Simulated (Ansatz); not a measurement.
This geometry of BrH + ClFH2Si (7 atoms, charge 0, multiplicity 1) is a first-order saddle point.

The calculation used RKS r2SCAN/def2-SVP (Ansatz).

```xyz
7
Properties=species:S:1:pos:R:3
Si -0.116 0.539 0.193
F -0.156 -1.410 0.383
H -1.472 0.716 -0.354
H 0.867 1.628 -0.001
Cl -0.237 0.583 2.276
H 0.233 -1.562 -0.573
Br 0.880 -0.495 -1.925
```

(1) Which two structures does it join? (They come from a converged band through this point; their orientation in space is the band's.)

(2) How far does it lie above each of them?

## Answers

(1) Bonds broken: Si1–F2, H6–Br7. Bonds formed: Si1–Br7, F2–H6. BrH + ClFH2Si becomes BrClH2Si + FH.

Initial state:

```xyz
7
Properties=species:S:1:pos:R:3
Si -0.244 0.558 0.669
F 0.083 -1.039 0.642
H -1.418 0.802 -0.197
H 0.979 1.287 0.270
Cl -0.721 1.054 2.603
H 0.603 -1.658 -1.362
Br 0.719 -1.004 -2.625
```

Final state:

```xyz
7
Properties=species:S:1:pos:R:3
Si 0.033 0.919 0.089
F -0.810 -2.053 0.051
H -1.370 0.611 -0.253
H 0.368 2.354 -0.073
Cl 0.462 0.367 2.019
H -0.051 -2.019 -0.487
Br 1.368 -0.179 -1.345
```

(2) 1.35 eV above the first and 0.89 eV above the second. This is the barrier of this one path; another mechanism may lie lower. The orbitals stay closed-shell, which can raise the energy where a bond breaks towards radicals; this wasn't checked here.

The run took 110 s on 2 threads of AMD EPYC 7R13 Processor (Zen 3) (shared host), peak memory 0.18 GiB.
